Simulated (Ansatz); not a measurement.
Consider the redistribution: `N=C[Si](N)(O)F` + `[OH][GeH2][SiH2][SiH3]` → `N=C[Si](O)(F)[SiH3]` + `N[SiH2][GeH2][OH]`.

Program: Ansatz. Geometries: PBE0-D4/def2-TZVP. ΔE: electronic, gas phase. CCSD(T)/CBS adds triple-zeta CCSD(T) − MP2 to the extrapolated MP2 energy (def2 sets, frozen cores). Functionals use def2-TZVPP. For Ge outer-core shells are correlated without core-valence functions, which leaves a few kJ/mol of doubt a bond. Scalar relativity is left out up to krypton. One conformer a species, not always the lowest.

`N=C[Si](N)(O)F`:

Cartesian coordinates in Å:
```
N 2.071 0.250 -0.238
C 1.050 0.635 0.417
Si -0.614 0.125 -0.305
N -1.647 -0.739 0.711
O -0.220 -0.756 -1.609
F -1.369 1.491 -0.639
H 2.950 0.549 0.188
H 1.143 1.224 1.340
H -1.676 -1.743 0.713
H -2.424 -0.319 1.190
H 0.734 -0.715 -1.768
```

`[OH][GeH2][SiH2][SiH3]`:

```xyz
12

O    -0.372    2.445    0.415
Ge    0.087    1.514   -1.044
Si    1.010   -0.587   -0.373
Si   -0.533   -1.667    1.011
H    -1.036    1.998    0.944
H     1.089    2.433   -1.757
H    -1.162    1.309   -1.933
H     2.285   -0.358    0.361
H     1.293   -1.423   -1.573
H    -1.759   -1.990    0.232
H    -0.917   -0.754    2.124
H     0.015   -2.920    1.593
```

`N=C[Si](O)(F)[SiH3]`:

```xyz
12

N    -0.031   -1.299   -2.021
C     0.396   -0.213   -1.516
Si    0.556   -0.247    0.372
O     0.122   -1.763    0.776
F     2.098    0.031    0.707
Si   -0.709    1.341    1.534
H    -0.094   -1.267   -3.040
H     0.655    0.658   -2.132
H    -0.036   -2.295   -0.019
H    -0.281    2.713    1.150
H    -0.529    1.168    2.999
H    -2.146    1.174    1.189
```

`N[SiH2][GeH2][OH]`:

Cartesian coordinates in Å:
```
N -1.061 -0.415 1.432
Si -0.498 1.002 0.647
Ge 1.043 0.118 -0.942
O 0.292 -1.494 -1.232
H -1.101 -1.263 0.886
H -1.777 -0.386 2.139
H -1.528 1.822 -0.061
H 0.172 1.914 1.614
H 2.480 -0.102 -0.418
H 1.146 0.870 -2.288
H 0.833 -2.067 -1.778
```

**Question.** Is it downhill or uphill in electronic energy at CCSD(T)/CBS, and by how much? (An estimate is asked.)

**Answer.** Computed: Uphill: ΔE = +12.4 kcal/mol.

**Question.** What do these levels give: ωB97X-V, B2PLYP, HF/def2-TZVPP, MP2/def2-QZVPP, HF/CBS(def2), MP2/CBS(def2)? (Estimate.)

**Answer.** Ansatz gave: ωB97X-V 11.6, B2PLYP 11.8, HF/def2-TZVPP 12.5, MP2/def2-QZVPP 12.3, HF/CBS(def2) 12.5, MP2/CBS(def2) 12.2 kcal/mol.

Largest T1 diagnostic among the species: 0.013.

From PBE to PBE0 (25 % exact exchange), in def2-TZVPP and without D4, ΔE moves by +0.8 kcal/mol.
